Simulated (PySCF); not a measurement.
# Electric field gradients and quadrupole coupling constants

Compound: trans-Si(NH3)2F4.
Structure used (PBE0-D3(BJ)/def2-SVP), in Å, numbered top down from 1:
```xyz
13
F4H6N2Si angstrom
Si     0.0022   -0.0030    0.0017
N     -0.0019   -0.0100    1.9468
H     -0.3083    0.9016    2.2861
H      0.9455   -0.1926    2.2777
H     -0.6306   -0.7351    2.2903
N      0.0061    0.0024   -1.9436
H      0.6745    0.6899   -2.2896
H     -0.9294    0.2346   -2.2768
H      0.2627   -0.9263   -2.2777
F      1.6780   -0.0024   -0.0011
F     -1.6731   -0.0044    0.0052
F      0.0011    1.6723    0.0018
F      0.0039   -1.6790    0.0013
```

Field gradients from the PBE0/pcSseg-1 density (PySCF, non-relativistic), principal values in atomic units, ordered |Vxx| ≤ |Vyy| ≤ |Vzz|:

```
atom     Vxx     Vyy      Vzz
  N2  0.2688  0.2745  -0.5433
  N6  0.2687  0.2747  -0.5433
```

Task: Find the asymmetry η = (Vxx − Vyy)/Vzz and the couplings χ = eQV/h (234.96 MHz × Q in barn × V in au), with Q(14N) = 0.02044 b.

Result: 
```json
{"atom": "N2", "environment": "nitrogen bonded to Si and 3 H", "nucleus": "14N", "η": "0.01", "χzz (MHz)": "-2.609", "χxx (MHz)": "1.291", "χyy (MHz)": "1.318"}
{"atom": "N6", "environment": "nitrogen bonded to Si and 3 H", "nucleus": "14N", "η": "0.01", "χzz (MHz)": "-2.610", "χxx (MHz)": "1.290", "χyy (MHz)": "1.319"}
```

The gradient is axial or nearly so (η below 0.05) at N2 and N6. 

Task: What is Vzz at N6 in SI units (1 au = 9.71736 × 10²¹ V/m²)?

Result: -0.5433 au = -5.280 × 10²¹ V/m².

Task: And the gradient at the other heavy atoms, for which no coupling is worked out here?

Result: 
| atom | environment | Vzz (au) | η |
| --- | --- | --- | --- |
| Si1 | silicon bonded to 4 F and 2 N | 0.381 | 0.00 |
| F10 | fluorine bonded to Si | 1.358 | 0.29 |
| F11 | fluorine bonded to Si | 1.357 | 0.29 |
| F12 | fluorine bonded to Si | 1.357 | 0.29 |
| F13 | fluorine bonded to Si | 1.358 | 0.29 |

Isolated species at its PBE0-D3(BJ)/def2-SVP geometry, gas phase. These gradients aren't converged with respect to the basis.
